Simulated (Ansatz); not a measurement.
C2H6FNSi can be A, `C=C(F)[SiH2]N`, or B, `CN1[SiH2]C1F`.

Gas-phase electronic energies from Ansatz, PBE0-D4/def2-TZVP geometries. CBS: MP2 limit from def2 TZ/QZ plus the TZ coupled-cluster correction, frozen cores. Functionals use def2-TZVPP. B3LYP here is the variant with VWN-RPA as its local correlation; programs differ in this. Each species was taken in one conformer, which may not be the lowest.

(1) Which is lower in electronic energy at CCSD(T)/CBS, and by how much? (Estimate.)

(2) Give E(B) − E(A) in kJ/mol with PBE0-D4, B3LYP, CCSD(T)/def2-TZVPP, CCSD/def2-TZVPP, PBE-D4, MP2/def2-TZVPP, ωB97M-V. (An estimate is asked.)

Largest T1 diagnostic: 0.013.

Results:

(1) Computed: A, by 143.5 kJ/mol.

(2) The calculation gave: PBE0-D4 120.4, B3LYP 139.7, CCSD(T)/def2-TZVPP 141.2, CCSD/def2-TZVPP 143.0, PBE-D4 116.9, MP2/def2-TZVPP 135.0, ωB97M-V 135.8. None reverses the order clearly.

From PBE to PBE0 (25 % exact exchange), in def2-TZVPP and without D4, E(B) − E(A) moves by +3.3 kJ/mol. In def2-TZVPP, CCSD(T) changes the Hartree–Fock value by −22.1 kJ/mol (the triples alone add −1.8 kJ/mol) and MP2 by −28.3 kJ/mol.
